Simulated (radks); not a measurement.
Results of a calculation; reference values are marked as such.
The copper anion Cu- inside a hard spherical wall (all orbitals vanish at R), configuration held at [Ar] 3d10 4s2 and not refilled when levels cross. Level of theory: scalar-relativistic Kohn-Sham, LDA (Slater exchange, Perdew-Wang correlation), spin-unpolarised, spherical densities, point nucleus (a radial shooting solver on a logarithmic mesh with Libxc functionals). Eigenvalues in eV, with the zero of energy where the potential of the charges vanishes at infinity; a dash marks a level that is unbound or too diffuse for the functional's potential to be trusted. A positive occupied level is held by the wall or, in an anion where self-interaction has pushed it up, behind a barrier. The pressure on the wall is -dE/dV.

| R (bohr) | E (hartree) | kinetic (hartree) | e(3s) | e(3p) | e(4s) | e(3d) | e(4p, empty) | e(5s, empty) | pressure (GPa) |
|---|---|---|---|---|---|---|---|---|---|
| 10 | -1652.32534 | 1676.218 | -107.32 | -65.179 | 1.217 | 1.556 | 4.176 | 5.722 | 0.0638 |
| 6 | -1652.25793 | 1676.473 | -105.02 | -62.878 | 3.405 | 3.799 | 8.084 | 16.918 | 3.82 |
| 5 | -1652.15844 | 1676.813 | -103.01 | -60.867 | 5.544 | 5.725 | 11.240 | 26.412 | 14.9 |
| 4 | -1651.86160 | 1677.771 | -98.803 | -56.704 | 10.524 | 9.700 | 18.002 | 46.677 | 75.1 |
| 3 | -1650.73245 | 1681.229 | -88.634 | -46.719 | 25.268 | 19.462 | 36.449 | 99.656 | 576 |
| 2.5 | -1648.94822 | 1686.572 | -77.862 | -36.180 | 45.040 | 30.334 | 59.726 | 162.25 | 2060 |
